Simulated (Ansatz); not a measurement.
Basis-set extrapolation for C₂H₆N₂OSi (`NC1=C(O)[SiH2]N1`) (PBE0-D4/def2-TZVP geometry, frozen core, Ansatz). Multiplicity 1, RHF reference.

```tsv
	def2-TZVPP	def2-QZVPP
HF	-552.009452	-552.030947
MP2 correlation	-1.085919	-1.164770
CCSD(T) correlation	-1.165314	not run
```

Energies in hartree. Use E(X) = E(∞) + A·exp(−7.88·√X) for Hartree–Fock and E(X) = E(∞) + B·X^(−2.97) for correlation, with X = 3 and 4, and add CCSD(T) minus MP2 of the smaller set to the MP2 limit.

Q: What is the CCSD(T) energy at the basis-set limit?

A: HF limit: -552.030947 + (-0.021495) × 0.13774 = -552.03391. MP2 limit: -1.164770 + (-0.078851) × 0.74074 = -1.22318. Higher-order term: -1.165314 − (-1.085919) = -0.07939. Total: -553.33648 hartree, 4.40 eV below CCSD(T)/def2-TZVPP.
